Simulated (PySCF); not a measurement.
**One reaction down a group: Si, Ge, Sn**

The same gas-phase reaction for Si, Ge, Sn:
- SiBr2 + 2 H → SiH2 + Br2
- GeBr2 + 2 H → GeH2 + Br2
- SnBr2 + 2 H → SnH2 + Br2

Method: PySCF energies (xtb for GFN2) plus ideal-gas RRHO corrections (1 bar). † marks an energy on the PBE0/def2-TZVP geometry and frequencies; other levels use their own. MP2 freezes the core. Open shells (unrestricted): H (multiplicity 2); the rest are closed-shell singlets. GFN2 has no spin-polarisation term. B3LYP is the form with VWN-RPA correlation. Sn: scalar-relativistic def2 core potential, no spin-orbit coupling. Br, Ge: all electrons, no relativistic terms. GeH2, SnH2: computed as isolated molecules; such fragments, hydroxides, amides, oligomers or adducts are transient or little studied in the gas. MP2 isn't extrapolated to the basis-set limit. The harmonic model lacks anharmonicity and excited electronic states, which grow with temperature; levels with a mode under 35 cm⁻¹ are left out. Soft modes under 120 cm⁻¹ make the harmonic entropy rough for GeBr2, SnBr2.

ΔH°(298 K) in kJ, by level:

```tsv
level	Si	Ge	Sn
ωB97M-V/def2-TZVP†	-78.5	-80.4	-44.7
PBE/def2-TZVP†	-62.6	-58.4	-27.6
B3LYP/def2-TZVP†	-99.7	-88.9	-51.5
PBE0/def2-TZVP	-62.4	-59.3	-23.9
ωB97X-V/def2-TZVP†	-85.7	-81.5	-41.5
MP2/def2-TZVPP†	-38.2	-36.0	5.6
GFN2-xTB	-280.0	-172.1	-155.8
```

At ωB97M-V/def2-TZVP†, ΔH° is not monotonic: it is lowest for Ge and highest for Sn, over a range of 35.7 kJ; the steps are -1.9, +35.7 kJ. 1 of the 7 levels shown give the same order; PBE/def2-TZVP†, B3LYP/def2-TZVP†, PBE0/def2-TZVP, ωB97X-V/def2-TZVP†, MP2/def2-TZVPP†, GFN2-xTB order the members differently. The levels scatter most for Si (241.8 kJ between the highest and the lowest) and least for Ge (136.1 kJ). ΔS°(298 K) runs from -83.8 to -82.2 J/K, so TΔS° at 298 K spreads over 0.5 kJ among the members, against 35.7 kJ for ΔH°.

Free energies at ωB97M-V/def2-TZVP†:

```
member  ΔS°(298 K), J/K  ΔG°(298 K), kJ  ΔG°(2000 K), kJ  ΔG° changes sign
------  ---------------  --------------  ---------------  ----------------
Si                -82.2             -54              126     800 to 1000 K
Ge                -82.7             -56              125     800 to 1000 K
Sn                -83.8             -20              161      500 to 600 K
```

The NASA 1993 table, where it holds all species, gives ΔH°(298 K) = -107 kJ for Si; its entries are part measured, part old estimates, and weren't checked at source.
